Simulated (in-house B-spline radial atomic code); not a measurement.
A fraction x of an electron is moved 3p → 3d in Co3+, starting from [Ar] 3d6 and keeping the highest spin. Computed with an all-electron radial atomic-structure program (B-spline basis): scalar-relativistic (X2C) B3LYP, spin-polarised, spherical fractional occupations, Fermi nucleus of rms radius 3.7875 fm.

Caution: exact exchange at fractional occupations of open shells leaves self-interaction of up to several eV.

| x | E(x) - E(0) (eV) | 3p down level (eV) | 3d down level (eV) |
| --- | --- | --- | --- |
| 0 | 0.0000 | -103.920 | -41.003 |
| 0.125 | 7.8466 | -103.839 | -41.211 |
| 0.25 | 15.6571 | -103.757 | -41.417 |
| 0.375 | ? | ? | ? |
| 0.5 | 31.1695 | -103.586 | -41.826 |
| 0.625 | 38.8713 | -103.498 | -42.029 |
| 0.75 | 46.5367 | -103.407 | -42.230 |
| 0.875 | ? | ? | ? |
| 1 | 61.7581 | -103.222 | -42.628 |

What belongs in the row x = 0.375?

An energy change of 23.4314 eV; 3p down at -103.672 eV, 3d down at -41.622 eV.

What belongs in the row x = 0.875?

An energy change of 54.1657 eV; 3p down at -103.316 eV, 3d down at -42.430 eV.

Check Janak's theorem between x = 0.125 and 0.25.

The slope of the energy is 62.48 eV; the orbital levels give 62.48 eV (ε of the receiving orbital less ε of the emptying one, averaged over the two points).
